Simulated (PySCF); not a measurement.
Two species compared at the same levels of theory.

First species: C8H7ClO2.
InChI=1S/C8H7ClO2/c9-8(10)7-3-6(4-11-7)5-1-2-5/h3-5H,1-2H2

Second species: C₇H₈O₂Si.
SMILES: `O=Cc1ccccc1O[SiH3]`

Levels: PBE0/pcSseg-1 for dipole moment, HOMO energy, LUMO energy and HOMO–LUMO gap; GFN2-xTB for rotational constant A and rotational constant C. Geometries: GFN2-xTB. Each structure is a single optimised conformer of the isolated species, non-relativistic unless stated; the electronic structure was computed with PySCF and density fitting.

Dipoles, sizes and rotational constants follow the conformer. The torsions of the flexible species, by atom-mapped SMILES:
- `[O:1]=[C:2]([Cl:3])[c:4]1[cH:5][c:6]([CH:7]2[CH2:8][CH2:9]2)[cH:10][o:11]1`: O1–C2–C4–C5 2°, C5–C6–C7–C8 147°
- `[O:1]=[CH:2][c:3]1[cH:4][cH:5][cH:6][cH:7][c:8]1[O:9][SiH3:10]`: O1–C2–C3–C4 0°, C7–C8–O9–Si10 0°

Values for the first species:

- Dipole moment: 5.36 D
- HOMO energy: -7.20 eV
- LUMO energy: -2.07 eV
- HOMO–LUMO gap: 5.13 eV
- Rotational constant A: 3.171 GHz
- Rotational constant C: 0.400 GHz

Problem. Estimate the same properties for the second species, and the change in each.

Solution. 
```tsv
property	first	second	second less first
dipole moment	5.36 D	4.44 D	-0.92 D
HOMO energy	-7.20 eV	-7.17 eV	+0.03 eV
LUMO energy	-2.07 eV	-1.80 eV	+0.27 eV
HOMO–LUMO gap	5.13 eV	5.37 eV	+0.24 eV
rotational constant A	3.171 GHz	1.582 GHz	-1.589 GHz
rotational constant C	0.400 GHz	0.583 GHz	+0.183 GHz
```

On the first: The dipole equals about 17.9 × 10⁻³⁰ C·m (1 D = 3.33564 × 10⁻³⁰ C·m).

On the second: The dipole equals about 14.8 × 10⁻³⁰ C·m (1 D = 3.33564 × 10⁻³⁰ C·m). A dipole of 4.44 D is allowed in Cs, and pure rotational transitions are dipole-allowed.
